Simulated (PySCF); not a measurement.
Species: C4H4Se.
Structure used (PBE0-D3(BJ)/def2-SVP), in Å, numbered top down from 1:
```xyz
9
C4H4Se angstrom
C      2.1272    0.6226    0.2921
C      1.1018   -0.0166    0.1493
C     -0.1120   -0.7259   -0.0174
C     -1.3524    0.0970   -0.1741
Se    -0.1084   -2.5015   -0.0305
H      3.0470    1.1638    0.4206
H     -1.4920    0.7352    0.7147
H     -1.2477    0.7771   -1.0360
H     -2.2326   -0.5425   -0.3109
```

Method: EOM-IP-CCSD/aug-cc-pVDZ in PySCF, restricted Hartree–Fock reference, 13 core orbitals frozen, non-relativistic, gas phase, PBE0-D3(BJ)/def2-SVP geometry.

Hartree–Fock orbital energies give these Koopmans values (eV): HOMO 8.85, HOMO-1 9.41, HOMO-2 11.27, HOMO-3 12.55, HOMO-4 13.90, HOMO-5 16.03, HOMO-6 16.31, HOMO-7 17.41.

Q: What vertical ionisation energies does EOM-IP-CCSD give?

A: 
```tsv
leading hole (HF orbital)	Koopmans (eV)	EOM-IP-CCSD (eV)	change (eV)	one-hole share
HOMO	8.85	8.28	-0.57	0.95
HOMO-1	9.41	9.62	+0.21	0.95
HOMO-2	11.27	10.80	-0.47	0.95
HOMO-3	12.55	11.99	-0.56	0.93
HOMO-4	13.90	12.82	-1.08	0.94
HOMO-5	16.03	14.56	-1.47	0.93
HOMO-6	16.31	15.07	-1.24	0.93
HOMO-7	17.41	15.51	-1.90	0.91
```

Q: Does the order of the lines follow the orbital energies?

A: Yes, no two lines change places. The corrections run from -1.90 to +0.21 eV, with a mean of -0.89 eV over the 8 lines; EOM-IP-CCSD lies above the Koopmans value for HOMO-1. Koopmans values leave out both the relaxation of the orbitals and the change in correlation energy.

Q: At what kinetic energies would He I light (21.22 eV) eject these electrons?

A: 12.94 eV (HOMO), 11.60 eV (HOMO-1), 10.42 eV (HOMO-2), 9.23 eV (HOMO-3), 8.40 eV (HOMO-4), 6.66 eV (HOMO-5), 6.15 eV (HOMO-6), 5.71 eV (HOMO-7).

One root was sought for each valence orbital with −ε under 21 eV, eight at most, so deeper holes and satellites are missing; no vibrational structure.
